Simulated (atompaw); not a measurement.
# An all-electron radial function and its pseudo partner (O (Z = 8))

Columns: radius, all-electron u(r) and pseudo u(r) of the 2p shell (level -9.03 eV) of oxygen in the configuration [He] 2s2 2p4; PBE, scalar-relativistic, PAW (atompaw) scheme, atompaw 4.2.0.5.

```tsv
r (bohr)	all-electron	pseudo
0.079	0.0697	0.0063
0.158	0.2095	0.0250
0.237	0.3605	0.0553
0.315	0.4959	0.0954
0.394	0.6097	0.1446
0.473	0.6987	0.2005
0.552	0.7643	0.2608
0.631	0.8086	0.3231
0.710	0.8345	0.3849
0.788	0.8452	0.4432
0.867	0.8442	0.4973
0.946	0.8338	0.5447
1.025	0.8163	0.5838
1.104	0.7937	0.6136
1.183	0.7674	0.6337
1.262	0.7387	0.6440
1.340	0.7088	0.6450
1.419	0.6777	0.6377
1.498	0.6464	0.6233
1.577	0.6152	0.6032
1.656	0.5845	0.5791
1.735	0.5544	0.5525
1.813	0.5256	0.5251
1.892	0.4975	0.4974
1.971	0.4704	0.4704
2.050	0.4445	0.4445
```

(1) How many radial nodes do the two functions have?

(2) Is the pseudo-wave norm-conserving?

Answers

(1) The all-electron 2p function has n − l − 1 = 0; the pseudo-wave has 0.

(2) No, it belongs to a PAW set: the norm inside the radius is not constrained, and the difference is carried by the augmentation charge.
